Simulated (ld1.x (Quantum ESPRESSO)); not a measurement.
# Transferability test, ultrasoft potential for Fe (Z = 26)

```json
{
 "Element": "Fe (Z = 26)",
 "Generator": "ld1.x (Quantum ESPRESSO) 7.5",
 "Type": "ultrasoft",
 "Functional": "PBE",
 "Relativity": "scalar-relativistic",
 "Frozen core": "[Ar]",
 "Valence charge": "8",
 "Reference configuration": "3d6 4s1.75 4p0.25",
 "Partial waves": "4s (bound): rcut 2.05, rcutus 2.25 bohr; 4s channel at 1.65 Ry: rcut 2.05, rcutus 2.25 bohr; 4p (bound): rcut 3.15, rcutus 3.80 bohr; 4p channel at 2.5 Ry: rcut 3.15, rcutus 3.80 bohr; 3d (bound): rcut 0.75, rcutus 0.80 bohr; 3d channel at 0.35 Ry: rcut 0.75, rcutus 0.80 bohr",
 "Local potential": "all-electron potential smoothed inside 1.00 bohr (lloc = -1)",
 "Core correction": "none",
 "Augmentation charge": "PSQ, inside the norm-conserving radii"
}
```

Energies are relative to the spin-unpolarised reference configuration 3d6 4s1.75 4p0.25; without spin polarisation the order of configurations can differ from experiment. Not all tests gave a result: 2 of 7 tests not solved or not reliable. Left out of the table: 3d6 4s0 4p1 (solver errors, printed error -3.0 eV); 3d5 4s2 4p1 (solver errors, printed error -3.0 eV).

| valence configuration | charge | ΔE all-electron (eV) | error AE − PS (meV) |
| --- | --- | --- | --- |
| 3d6 4s2 4p0 | 0 | -1.000 | +0.5 |
| 3d6 4s1 4p0 | +1 | 7.729 | +6.1 |
| 3d6 4s0 4p0 | +2 | 23.933 | +95 |

**Question.** What are ΔE and the potential's error for 3d5 4s2 4p0?

**Answer.** ΔE = 13.207 eV all-electron; the error (AE − PS) is -144 meV.

**Question.** What are ΔE and the potential's error for 3d6.5 4s1.5 4p0?

**Answer.** ΔE = -1.727 eV all-electron; the error (AE − PS) is -21 meV.

Note: ghost state, extra bound levels that the all-electron valence spectrum of the same l lacks: s at -303.3 eV. A true bound ghost makes a file unfit for plane-wave use.
